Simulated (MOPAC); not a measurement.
MOPAC input (PM6):

```
PM6 PRECISE GNORM=0.05 LET XYZ CHARGE=-1 GEO-OK AUX(PRECISION=9) THREADS=1
F3OSi

O     1.42900200 1    0.33684500 1   -0.85309600 1
Si    0.13788900 1    0.03250300 1   -0.08231800 1
F     0.19104700 1   -1.14820500 1    1.03717100 1
F    -0.51648700 1    1.23814800 1    0.79424800 1
F    -1.15927800 1   -0.43992100 1   -0.94506200 1
```

Output:

```
 *******************************************************************************
 **                                                                           **
 **                              MOPAC v23.2.5                                **
 **                                                                           **
 *******************************************************************************
 ** MOPAC's Digital Object Identifier: https://doi.org/10.5281/zenodo.6511958 **
 **                                                                           **
 ** Please cite the open-source release paper for use of this MOPAC version:  **
 ** J. E. Moussa and J. J. P. Stewart (2026)                                  **
 ** MOPAC: An open-source semiempirical molecular orbital program             **
 ** J. Open Source Softw., 11(119), 8025, https://doi.org/10.21105/joss.08025 **
 *******************************************************************************

                              PM6 CALCULATION RESULTS

 *******************************************************************************
 *  PM6        - The PM6 Hamiltonian to be used
 *  GEO-OK     - OVERRIDE INTERATOMIC DISTANCE AND OTHER SAFETY CHECKS
 *
 *
 *
 *                 CHARGE ON SYSTEM = -1
 *
 *
 *
 *  LET        - OVERRIDE SOME SAFETY CHECKS
 *  PRECISE    - TIGHTER CRITERIA TO BE USED
 *  XYZ        - CARTESIAN COORDINATE SYSTEM TO BE USED
 *  GNORM      - EXIT WHEN GRADIENT NORM DROPS BELOW 0.050
 *  AUX        - OUTPUT AUXILIARY INFORMATION
 *******************************************************************************
PM6 PRECISE GNORM=0.05 LET XYZ CHARGE=-1 GEO-OK AUX(PRECISION=9) THREADS=1
 F3OSi

   ATOM   CHEMICAL          X               Y               Z
  NUMBER   SYMBOL      (ANGSTROMS)     (ANGSTROMS)     (ANGSTROMS)

     1       O          1.42900200  *   0.33684500  *  -0.85309600  *
     2      Si          0.13788900  *   0.03250300  *  -0.08231800  *
     3       F          0.19104700  *  -1.14820500  *   1.03717100  *
     4       F         -0.51648700  *   1.23814800  *   0.79424800  *
     5       F         -1.15927800  *  -0.43992100  *  -0.94506200  *

          CARTESIAN COORDINATES

    NO.       ATOM           X           Y           Z

     1         O          1.4290      0.3368     -0.8531
     2        Si          0.1379      0.0325     -0.0823
     3         F          0.1910     -1.1482      1.0372
     4         F         -0.5165      1.2381      0.7942
     5         F         -1.1593     -0.4399     -0.9451

 General Reference for PM6:
 "Optimization of Parameters for Semiempirical Methods V: Modification of NDDO Approximations
 and Application to 70 Elements", J. J. P. Stewart, J. Mol. Mod., 13, 1173-1213 (2007)
 URL: https://link.springer.com/article/10.1007/s00894-007-0233-4

           Empirical Formula: O Si F3  =     5 atoms

      MOLECULAR POINT GROUP   :   C3v

      RHF CALCULATION, NO. OF DOUBLY OCCUPIED LEVELS = 16

          Geometry optimization using EF

          DIAGONAL MATRIX USED AS START HESSIAN

 CYCLE:     1  GRAD.:    87.138 HEAT: -402.7979
 CYCLE:     2  GRAD.:    43.874 HEAT: -409.6062
 CYCLE:     3  GRAD.:   110.672 HEAT: -406.2746
 CYCLE:     4  GRAD.:    14.005 HEAT: -413.0401
 CYCLE:     5  GRAD.:     3.225 HEAT: -413.3329
 CYCLE:     6  GRAD.:     0.719 HEAT: -413.3600
 CYCLE:     7  GRAD.:     0.325 HEAT: -413.3606
 CYCLE:     8  GRAD.:     0.514 HEAT: -413.3607
 CYCLE:     9  GRAD.:     1.020 HEAT: -413.3602
 CYCLE:    10  GRAD.:     0.013 HEAT: -413.3608

     GRADIENT =  0.01301 IS LESS THAN CUTOFF =  0.05000

 -------------------------------------------------------------------------------
 PM6 PRECISE GNORM=0.05 LET XYZ CHARGE=-1 GEO-OK AUX(PRECISION=9) THREADS=1
 F3OSi

     GEOMETRY OPTIMISED USING EIGENVECTOR FOLLOWING (EF).
     SCF FIELD WAS ACHIEVED

                              PM6 CALCULATION
                                                       MOPAC v23.2.5 Linux

          FINAL HEAT OF FORMATION =       -413.36081 KCAL/MOL =   -1729.50162 KJ/MOL

          COSMO AREA              =         95.04 SQUARE ANGSTROMS
          COSMO VOLUME            =         81.18 CUBIC ANGSTROMS

          GRADIENT NORM           =          0.01301          =       0.00582 PER ATOM
          IONIZATION POTENTIAL    =          7.211014 EV
          HOMO LUMO ENERGIES (EV) =         -7.211  5.736
          NO. OF FILLED LEVELS    =         16
          MOLECULAR WEIGHT        =        101.0801         POINT GROUP:  C3v

          MOLECULAR DIMENSIONS (Angstroms)

            Atom       Atom       Distance
            F     5    F     4     2.58064
            F     3    O     1     2.41442
            O     1    F     5     1.75861

          SCF CALCULATIONS        =         11

   ATOM   CHEMICAL          X               Y               Z
  NUMBER   SYMBOL      (ANGSTROMS)     (ANGSTROMS)     (ANGSTROMS)

     1       O          1.19890684  *   0.28260778  *  -0.71573232  *
     2      Si          0.07732475  *   0.01822064  *  -0.04616126  *
     3       F          0.30785970  *  -1.15873116  *   1.00415770  *
     4       F         -0.42224522  *   1.30374615  *   0.75348860  *
     5       F         -1.08554026  *  -0.42785503  *  -1.04130723  *

                             CARTESIAN COORDINATES

   1    O        1.198906839     0.282607781    -0.715732323
   2   Si        0.077324750     0.018220636    -0.046161255
   3    F        0.307859696    -1.158731160     1.004157699
   4    F       -0.422245224     1.303746151     0.753488598
   5    F       -1.085540260    -0.427855029    -1.041307234

           Empirical Formula: O Si F3  =     5 atoms

      MOLECULAR POINT GROUP   :   C3v

                  EIGENVALUES
 -35.58672 -35.58660 -35.14764 -25.09323 -12.41619 -11.09940 -11.08287 -11.08285
 -10.86655 -10.86653 -10.33243 -10.33236  -9.67340  -8.29469  -8.29468  -7.21101
   5.73648   6.11232   6.11235   6.99911   8.39821   8.39825   9.38394   9.38394
  12.35164

              NET ATOMIC CHARGES AND DIPOLE CONTRIBUTIONS

  ATOM NO.   TYPE          CHARGE      No. of ELECS.   s-Pop       p-Pop       d-Pop
    1          O          -0.343677        6.3437     1.65990     4.68378
    2         Si           0.227749        3.7723     0.76743     1.03150     1.97332
    3          F          -0.294686        7.2947     1.93373     5.36096
    4          F          -0.294696        7.2947     1.93373     5.36097
    5          F          -0.294690        7.2947     1.93373     5.36096
 DIPOLE           X         Y         Z       TOTAL
 POINT-CHG.    -0.265    -0.062     0.158     0.314
 HYBRID        -1.249    -0.294     0.745     1.484
 SUM           -1.513    -0.357     0.903     1.798

          ATOMIC ORBITAL ELECTRON POPULATIONS

     Atom    s        px        py        pz      x^2-y^2     xz        z^2       yz        xy
    1  O   1.65990   1.60542   1.52663   1.55173
    2 Si   0.76743   0.33013   0.35458   0.34679   0.39181   0.42327   0.34644   0.40865   0.40315
    3  F   1.93373   1.89763   1.72035   1.74297
    4  F   1.93373   1.85001   1.71414   1.79681
    5  F   1.93373   1.71055   1.85022   1.80019

 **********************
 *                    *
 * JOB ENDED NORMALLY *
 *                    *
 **********************

 == MOPAC DONE ==
```

The dipole moment of an ion depends on the origin.

The geometry given is a B3LYP-D3(BJ)/def2-TZVP minimum.
